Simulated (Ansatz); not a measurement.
`B/C=N/C` + `[SiH3]N[SiH2]Cl` → `BN([SiH3])[SiH2]Cl` + `C=NC` at 700 K and 1 bar (ligand exchange at a B–C bond).

Isolated molecules relaxed with PBE0-D4/def2-TZVP in Ansatz; ΔE leaves out vibrations. CCSD(T)/CBS is the MP2 limit (def2-TZVPP, def2-QZVPP) plus CCSD(T) − MP2 in def2-TZVPP, frozen cores. One conformer a species, not always the lowest.

```
             species  CCSD(T)/CBS energy (Eh)  H − E (kJ/mol)  S (J/(mol·K))
           `B/C=N/C`               -159.15240           270.4          394.0
   `[SiH3]N[SiH2]Cl`              -1096.34659           237.1          470.7
`BN([SiH3])[SiH2]Cl`              -1121.76437           283.4          518.7
              `C=NC`               -133.77870           225.1          327.9
```

H − E and S are ideal-gas, rigid-rotor, harmonic terms from PBE0-D4/def2-TZVP, for one conformer and one mirror image of each species. 1 Eh = 2625.50 kJ/mol, R = 8.31446 J/(mol·K).

Task: By hand: ΔE, ΔH, ΔS and ΔG.

Result: ΔE = (-1121.76437) + (-133.77870) − (-159.15240) − (-1096.34659) = -0.04408 Eh = -115.7 kJ/mol. Δ(H − E) = 283.4 + 225.1 − 270.4 − 237.1 = 1.0, so ΔH = -114.7 kJ/mol. ΔS = 518.7 + 327.9 − 394.0 − 470.7 = -18.1 J/(mol·K). ΔG = -114.7 − 700 × (-18.1)/1000 = -102.0 kJ/mol.

Task: By hand: the equilibrium constant, and the temperature at which ΔG would vanish if ΔH and ΔS stayed fixed.

Result: log₁₀ K = −ΔG/(RT ln 10) = 7.6. ΔG = 0 at ΔH/ΔS = 6337 K, far beyond where these terms or the molecules hold.

ΔH outweighs TΔS. A doubt of 5 kJ/mol in ΔE shifts log₁₀ K by 0.4 here. Other conformers and mirror images would add mixing entropy, several J/(mol·K) or more a flexible species. Modes under 60 cm⁻¹, often nearly free rotors, make the harmonic entropy too high. These are equilibria of isolated gas molecules and say nothing of rates. Largest T1 diagnostic: 0.012 (customary marks: 0.02 for closed shells, 0.045 for open ones).
